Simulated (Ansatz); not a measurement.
## Molecular dynamics of C3H5ClFNS

The input (input.yaml):

```yaml
crystal:
  periodic: [false, false, false]
  atoms:
    - { symbol: C, position_ang: [-0.128016, -1.392081, 0.783405] }
    - { symbol: C, position_ang: [0.29839, 0.082746, 0.537254] }
    - { symbol: F, position_ang: [1.677703, 0.254306, 0.641672] }
    - { symbol: Cl, position_ang: [-0.485371, 1.155582, 1.915227] }
    - { symbol: C, position_ang: [-0.228023, 0.669701, -0.832648] }
    - { symbol: "N", position_ang: [-1.372646, 0.174092, -1.265174] }
    - { symbol: S, position_ang: [0.842448, 1.910913, -1.511883] }
    - { symbol: H, position_ang: [0.392522, -2.040695, 0.062068] }
    - { symbol: H, position_ang: [-1.211392, -1.461406, 0.614793] }
    - { symbol: H, position_ang: [0.121438, -1.696933, 1.809393] }
    - { symbol: H, position_ang: [-1.594023, 0.689477, -2.182467] }
    - { symbol: H, position_ang: [1.763669, 1.599197, -0.53774] }
basis:
  gaussian: { orbitals: STO-3G }
hamiltonian:
  xc: r2scan
md:
  timestep: 0.25
  n_steps: 72
  ensemble: nvt_nose_hoover
  temperature: 400.0
  initial_velocities: maxwell_boltzmann
  seed: 84411
  nose_hoover: { tau: 300.0, chain_length: 1 }
```

Command:

```bash
$ ansatz run input.yaml --threads 1 --pin off --max-ram 2048MiB --backend cpu --events-out ev --progress --plain --runs-dir out
```

It starts from a relaxed structure.

Output, in part (step lines, the closing report, with atoms numbered from 0):

```
md step     0: t =     0.00 fs  T =   400.0 K  F+E_penalty+E_count = -30399.82842910 eV  E_kin = 0.517040 eV  conserved = -30399.31138911 eV  (24 SCF iters)
md step     1: t =     0.25 fs  T =   396.8 K  F+E_penalty+E_count = -30399.82421057 eV  E_kin = 0.512843 eV  conserved = -30399.31136799 eV  (30 SCF iters)
md step     2: t =     0.50 fs  T =   387.5 K  F+E_penalty+E_count = -30399.81219943 eV  E_kin = 0.500892 eV  conserved = -30399.31130718 eV  (30 SCF iters)
md step     3: t =     0.75 fs  T =   373.0 K  F+E_penalty+E_count = -30399.79336452 eV  E_kin = 0.482152 eV  conserved = -30399.31121234 eV  (30 SCF iters)
md step     4: t =     1.00 fs  T =   354.4 K  F+E_penalty+E_count = -30399.76921582 eV  E_kin = 0.458124 eV  conserved = -30399.31109215 eV  (22 SCF iters)
md step     5: t =     1.25 fs  T =   333.2 K  F+E_penalty+E_count = -30399.74166490 eV  E_kin = 0.430707 eV  conserved = -30399.31095833 eV  (23 SCF iters)
md step     6: t =     1.50 fs  T =   311.0 K  F+E_penalty+E_count = -30399.71283795 eV  E_kin = 0.402014 eV  conserved = -30399.31082444 eV  (23 SCF iters)
md step     7: t =     1.75 fs  T =   289.5 K  F+E_penalty+E_count = -30399.68485884 eV  E_kin = 0.374155 eV  conserved = -30399.31070467 eV  (22 SCF iters)
md step     8: t =     2.00 fs  T =   270.0 K  F+E_penalty+E_count = -30399.65962617 eV  E_kin = 0.349016 eV  conserved = -30399.31061190 eV  (23 SCF iters)
md step     9: t =     2.25 fs  T =   253.8 K  F+E_penalty+E_count = -30399.63861431 eV  E_kin = 0.328061 eV  conserved = -30399.31055502 eV  (22 SCF iters)
md step    10: t =     2.50 fs  T =   241.5 K  F+E_penalty+E_count = -30399.62273084 eV  E_kin = 0.312195 eV  conserved = -30399.31053812 eV  (23 SCF iters)
md step    11: t =     2.75 fs  T =   233.4 K  F+E_penalty+E_count = -30399.61225087 eV  E_kin = 0.301694 eV  conserved = -30399.31055985 eV  (23 SCF iters)
md step    12: t =     3.00 fs  T =   229.2 K  F+E_penalty+E_count = -30399.60683705 eV  E_kin = 0.296227 eV  conserved = -30399.31061401 eV  (23 SCF iters)
md step    13: t =     3.25 fs  T =   228.2 K  F+E_penalty+E_count = -30399.60563620 eV  E_kin = 0.294951 eV  conserved = -30399.31069053 eV  (23 SCF iters)
md step    14: t =     3.50 fs  T =   229.5 K  F+E_penalty+E_count = -30399.60743155 eV  E_kin = 0.296660 eV  conserved = -30399.31077849 eV  (23 SCF iters)
md step    15: t =     3.75 fs  T =   232.1 K  F+E_penalty+E_count = -30399.61081756 eV  E_kin = 0.299959 eV  conserved = -30399.31086730 eV  (22 SCF iters)
md step    16: t =     4.00 fs  T =   234.7 K  F+E_penalty+E_count = -30399.61437020 eV  E_kin = 0.303433 eV  conserved = -30399.31094728 eV  (23 SCF iters)
md step    17: t =     4.25 fs  T =   236.6 K  F+E_penalty+E_count = -30399.61679459 eV  E_kin = 0.305794 eV  conserved = -30399.31101243 eV  (23 SCF iters)
md step    18: t =     4.50 fs  T =   236.7 K  F+E_penalty+E_count = -30399.61703220 eV  E_kin = 0.305988 eV  conserved = -30399.31105816 eV  (23 SCF iters)
md step    19: t =     4.75 fs  T =   234.6 K  F+E_penalty+E_count = -30399.61433406 eV  E_kin = 0.303268 eV  conserved = -30399.31108232 eV  (23 SCF iters)
md step    20: t =     5.00 fs  T =   230.0 K  F+E_penalty+E_count = -30399.60829967 eV  E_kin = 0.297234 eV  conserved = -30399.31108449 eV  (25 SCF iters)
md step    21: t =     5.25 fs  T =   222.7 K  F+E_penalty+E_count = -30399.59889008 eV  E_kin = 0.287846 eV  conserved = -30399.31106518 eV  (23 SCF iters)
md step    22: t =     5.50 fs  T =   213.1 K  F+E_penalty+E_count = -30399.58642089 eV  E_kin = 0.275419 eV  conserved = -30399.31102563 eV  (23 SCF iters)
md step    23: t =     5.75 fs  T =   201.6 K  F+E_penalty+E_count = -30399.57153832 eV  E_kin = 0.260596 eV  conserved = -30399.31096852 eV  (22 SCF iters)
md step    24: t =     6.00 fs  T =   189.0 K  F+E_penalty+E_count = -30399.55517470 eV  E_kin = 0.244306 eV  conserved = -30399.31089760 eV  (23 SCF iters)
md step    25: t =     6.25 fs  T =   176.2 K  F+E_penalty+E_count = -30399.53848330 eV  E_kin = 0.227696 eV  conserved = -30399.31081863 eV  (22 SCF iters)
md step    26: t =     6.50 fs  T =   164.0 K  F+E_penalty+E_count = -30399.52274742 eV  E_kin = 0.212044 eV  conserved = -30399.31073830 eV  (23 SCF iters)
md step    27: t =     6.75 fs  T =   153.7 K  F+E_penalty+E_count = -30399.50926948 eV  E_kin = 0.198642 eV  conserved = -30399.31066442 eV  (21 SCF iters)
md step    28: t =     7.00 fs  T =   146.0 K  F+E_penalty+E_count = -30399.49924507 eV  E_kin = 0.188680 eV  conserved = -30399.31060494 eV  (22 SCF iters)
md step    29: t =     7.25 fs  T =   141.7 K  F+E_penalty+E_count = -30399.49363659 eV  E_kin = 0.183112 eV  conserved = -30399.31056680 eV  (23 SCF iters)
md step    30: t =     7.50 fs  T =   141.2 K  F+E_penalty+E_count = -30399.49306365 eV  E_kin = 0.182554 eV  conserved = -30399.31055482 eV  (23 SCF iters)
md step    31: t =     7.75 fs  T =   144.8 K  F+E_penalty+E_count = -30399.49772747 eV  E_kin = 0.187205 eV  conserved = -30399.31057089 eV  (23 SCF iters)
md step    32: t =     8.00 fs  T =   152.3 K  F+E_penalty+E_count = -30399.50738173 eV  E_kin = 0.196820 eV  conserved = -30399.31061372 eV  (23 SCF iters)
md step    33: t =     8.25 fs  T =   163.0 K  F+E_penalty+E_count = -30399.52135383 eV  E_kin = 0.210730 eV  conserved = -30399.31067892 eV  (23 SCF iters)
md step    34: t =     8.50 fs  T =   176.3 K  F+E_penalty+E_count = -30399.53861383 eV  E_kin = 0.227913 eV  conserved = -30399.31076015 eV  (22 SCF iters)
md step    35: t =     8.75 fs  T =   191.2 K  F+E_penalty+E_count = -30399.55787794 eV  E_kin = 0.247093 eV  conserved = -30399.31084918 eV  (23 SCF iters)
md step    36: t =     9.00 fs  T =   206.5 K  F+E_penalty+E_count = -30399.57773598 eV  E_kin = 0.266867 eV  conserved = -30399.31093783 eV  (23 SCF iters)
md step    37: t =     9.25 fs  T =   221.1 K  F+E_penalty+E_count = -30399.59678483 eV  E_kin = 0.285842 eV  conserved = -30399.31101797 eV  (22 SCF iters)
md step    38: t =     9.50 fs  T =   234.2 K  F+E_penalty+E_count = -30399.61375872 eV  E_kin = 0.302758 eV  conserved = -30399.31108197 eV  (22 SCF iters)
md step    39: t =     9.75 fs  T =   244.9 K  F+E_penalty+E_count = -30399.62764776 eV  E_kin = 0.316612 eV  conserved = -30399.31112444 eV  (23 SCF iters)
md step    40: t =    10.00 fs  T =   252.8 K  F+E_penalty+E_count = -30399.63779167 eV  E_kin = 0.326747 eV  conserved = -30399.31114070 eV  (23 SCF iters)
md step    41: t =    10.25 fs  T =   257.6 K  F+E_penalty+E_count = -30399.64394682 eV  E_kin = 0.332921 eV  conserved = -30399.31112897 eV  (22 SCF iters)
md step    42: t =    10.50 fs  T =   259.4 K  F+E_penalty+E_count = -30399.64631101 eV  E_kin = 0.335332 eV  conserved = -30399.31109005 eV  (23 SCF iters)
md step    43: t =    10.75 fs  T =   258.9 K  F+E_penalty+E_count = -30399.64550240 eV  E_kin = 0.334592 eV  conserved = -30399.31102967 eV  (25 SCF iters)
md step    44: t =    11.00 fs  T =   256.6 K  F+E_penalty+E_count = -30399.64247941 eV  E_kin = 0.331652 eV  conserved = -30399.31095534 eV  (23 SCF iters)
md step    45: t =    11.25 fs  T =   253.5 K  F+E_penalty+E_count = -30399.63841386 eV  E_kin = 0.327672 eV  conserved = -30399.31087768 eV  (23 SCF iters)
md step    46: t =    11.50 fs  T =   250.5 K  F+E_penalty+E_count = -30399.63452284 eV  E_kin = 0.323859 eV  conserved = -30399.31080836 eV  (23 SCF iters)
md step    47: t =    11.75 fs  T =   248.6 K  F+E_penalty+E_count = -30399.63188627 eV  E_kin = 0.321282 eV  conserved = -30399.31075783 eV  (22 SCF iters)
md step    48: t =    12.00 fs  T =   248.1 K  F+E_penalty+E_count = -30399.63128233 eV  E_kin = 0.320710 eV  conserved = -30399.31073402 eV  (22 SCF iters)
md step    49: t =    12.25 fs  T =   249.5 K  F+E_penalty+E_count = -30399.63306954 eV  E_kin = 0.322500 eV  conserved = -30399.31073977 eV  (23 SCF iters)
md step    50: t =    12.50 fs  T =   252.6 K  F+E_penalty+E_count = -30399.63714155 eV  E_kin = 0.326549 eV  conserved = -30399.31077271 eV  (22 SCF iters)
md step    51: t =    12.75 fs  T =   257.1 K  F+E_penalty+E_count = -30399.64296037 eV  E_kin = 0.332323 eV  conserved = -30399.31082643 eV  (23 SCF iters)
md step    52: t =    13.00 fs  T =   262.2 K  F+E_penalty+E_count = -30399.64965657 eV  E_kin = 0.338964 eV  conserved = -30399.31089173 eV  (22 SCF iters)
md step    53: t =    13.25 fs  T =   267.2 K  F+E_penalty+E_count = -30399.65617363 eV  E_kin = 0.345424 eV  conserved = -30399.31095879 eV  (23 SCF iters)
md step    54: t =    13.50 fs  T =   271.3 K  F+E_penalty+E_count = -30399.66142485 eV  E_kin = 0.350626 eV  conserved = -30399.31101781 eV  (23 SCF iters)
md step    55: t =    13.75 fs  T =   273.6 K  F+E_penalty+E_count = -30399.66443960 eV  E_kin = 0.353607 eV  conserved = -30399.31106242 eV  (23 SCF iters)
md step    56: t =    14.00 fs  T =   273.6 K  F+E_penalty+E_count = -30399.66447311 eV  E_kin = 0.353626 eV  conserved = -30399.31108829 eV  (23 SCF iters)
md step    57: t =    14.25 fs  T =   271.0 K  F+E_penalty+E_count = -30399.66107826 eV  E_kin = 0.350236 eV  conserved = -30399.31109376 eV  (23 SCF iters)
md step    58: t =    14.50 fs  T =   265.6 K  F+E_penalty+E_count = -30399.65413701 eV  E_kin = 0.343321 eV  conserved = -30399.31107862 eV  (23 SCF iters)
md step    59: t =    14.75 fs  T =   257.7 K  F+E_penalty+E_count = -30399.64386180 eV  E_kin = 0.333090 eV  conserved = -30399.31104536 eV  (23 SCF iters)
md step    60: t =    15.00 fs  T =   247.6 K  F+E_penalty+E_count = -30399.63076863 eV  E_kin = 0.320057 eV  conserved = -30399.31099612 eV  (23 SCF iters)
md step    61: t =    15.25 fs  T =   236.0 K  F+E_penalty+E_count = -30399.61563693 eV  E_kin = 0.304997 eV  conserved = -30399.31093438 eV  (23 SCF iters)
md step    62: t =    15.50 fs  T =   223.5 K  F+E_penalty+E_count = -30399.59945211 eV  E_kin = 0.288892 eV  conserved = -30399.31086447 eV  (23 SCF iters)
md step    63: t =    15.75 fs  T =   211.1 K  F+E_penalty+E_count = -30399.58333391 eV  E_kin = 0.272857 eV  conserved = -30399.31079169 eV  (22 SCF iters)
md step    64: t =    16.00 fs  T =   199.6 K  F+E_penalty+E_count = -30399.56844879 eV  E_kin = 0.258050 eV  conserved = -30399.31072235 eV  (23 SCF iters)
md step    65: t =    16.25 fs  T =   190.0 K  F+E_penalty+E_count = -30399.55590743 eV  E_kin = 0.245577 eV  conserved = -30399.31066350 eV  (26 SCF iters)
md step    66: t =    16.50 fs  T =   182.9 K  F+E_penalty+E_count = -30399.54665205 eV  E_kin = 0.236371 eV  conserved = -30399.31062224 eV  (23 SCF iters)
md step    67: t =    16.75 fs  T =   178.8 K  F+E_penalty+E_count = -30399.54134401 eV  E_kin = 0.231090 eV  conserved = -30399.31060445 eV  (23 SCF iters)
md step    68: t =    17.00 fs  T =   177.9 K  F+E_penalty+E_count = -30399.54026870 eV  E_kin = 0.230013 eV  conserved = -30399.31061449 eV  (23 SCF iters)
md step    69: t =    17.25 fs  T =   180.2 K  F+E_penalty+E_count = -30399.54327220 eV  E_kin = 0.232987 eV  conserved = -30399.31065319 eV  (23 SCF iters)
md step    70: t =    17.50 fs  T =   185.2 K  F+E_penalty+E_count = -30399.54974850 eV  E_kin = 0.239408 eV  conserved = -30399.31071782 eV  (23 SCF iters)
md step    71: t =    17.75 fs  T =   192.1 K  F+E_penalty+E_count = -30399.55868359 eV  E_kin = 0.248268 eV  conserved = -30399.31080210 eV  (23 SCF iters)
md step    72: t =    18.00 fs  T =   199.8 K  F+E_penalty+E_count = -30399.56875549 eV  E_kin = 0.258256 eV  conserved = -30399.31089684 eV  (26 SCF iters)
Total energy: -30399.56876147 eV, -1117.1635464163 hartree
Atom 0 at    -0.168138    -1.373715     0.705695 Å, force    -0.743334     1.013616     1.738280 eV/Å
Atom 1 at     0.297773     0.158257     0.551983 Å, force    -0.510102    -2.612737     0.515445 eV/Å
Atom 2 at     1.674716     0.232459     0.682025 Å, force     0.125545     0.449806    -0.219893 eV/Å
Atom 3 at    -0.476059     1.162195     1.982837 Å, force     0.043172    -0.001575    -0.294526 eV/Å
Atom 4 at    -0.215285     0.669992    -0.826132 Å, force     0.610663     0.804905    -0.099713 eV/Å
Atom 5 at    -1.305420     0.123359    -1.313770 Å, force    -0.879973     0.528636    -1.268031 eV/Å
Atom 6 at     0.815925     1.907635    -1.551946 Å, force     0.328056     0.271717    -0.208745 eV/Å
Atom 7 at     0.225444    -1.984688    -0.073389 Å, force     0.781245    -0.555558    -1.241823 eV/Å
Atom 8 at    -1.258505    -1.437630     0.655301 Å, force    -0.241898     0.357975    -0.267503 eV/Å
Atom 9 at     0.096311    -1.827898     1.674098 Å, force     0.431277     0.439888     0.011245 eV/Å
Atom 10 at    -1.471456     0.650384    -2.281837 Å, force     0.150308    -0.771714     1.182761 eV/Å
Atom 11 at     1.852294     1.555843    -0.724099 Å, force    -0.094958     0.075039     0.152501 eV/Å
Dipole moment:     0.443390    -0.104976    -0.397307 e Å
```

The run went to its last step. The conserved energy stayed within 0.071 meV per atom of its start (net change 0.041 meV per atom), so the integration is sound. The mean temperature of the second half is 41 % below the set value. A run of 0.018 ps of so small a system gives no equilibrium averages. Limits of this set-up: minimal basis.

The same pairs are bonded in the first frame and the last. Pairs count as bonded within 1.25 times the sum of covalent radii (0.12 Å more for H–H).

Last frame:

```xyz
12
Properties=species:S:1:pos:R:3
C -0.168 -1.374 0.706
C 0.298 0.158 0.552
F 1.675 0.233 0.682
Cl -0.476 1.162 1.983
C -0.215 0.670 -0.826
N -1.305 0.123 -1.314
S 0.816 1.908 -1.552
H 0.225 -1.985 -0.073
H -1.258 -1.438 0.655
H 0.096 -1.828 1.674
H -1.472 0.650 -2.282
H 1.852 1.556 -0.724
```

The run took 8.2 min on 1 thread of Arm Neoverse V1, on a shared host, peak memory 0.13 GiB.
